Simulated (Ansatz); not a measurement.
Computed with Ansatz.

A structure relaxed at PBE0-D4/def2-TZVP, charge 0, multiplicity 1:

Cartesian coordinates in Å:
```
C 1.615 -1.936 -1.475
O 0.500 -1.280 -2.041
Si -0.725 -0.608 -1.230
F -1.568 -1.732 -0.481
O -0.152 0.409 -0.105
Si -0.524 1.274 1.219
O -2.083 1.696 1.026
O 0.518 2.524 1.328
O -0.380 0.443 2.609
H 2.126 -1.294 -0.751
H 2.310 -2.178 -2.281
H 1.315 -2.863 -0.979
H -1.590 0.062 -2.206
H -2.555 2.005 1.800
H 0.716 3.011 0.527
H 0.475 0.466 3.041
```

(1) Give its formula and SMILES.

(2) Point group (tolerance 0.08 Å, 0.16 Å for H)?

(3) Summarise the bond lengths by kind.

## Answers

(1) CH7FO5Si2, `CO[SiH](F)O[Si](O)(O)O`.

(2) C1.

(3) 1 × C–O 1.412 Å; 3 × C–H 1.091 to 1.094 Å; 6 × O–Si 1.616 to 1.631 Å; 1 × F–Si 1.592 Å; 1 × H–Si 1.466 Å; 3 × H–O 0.958 Å.
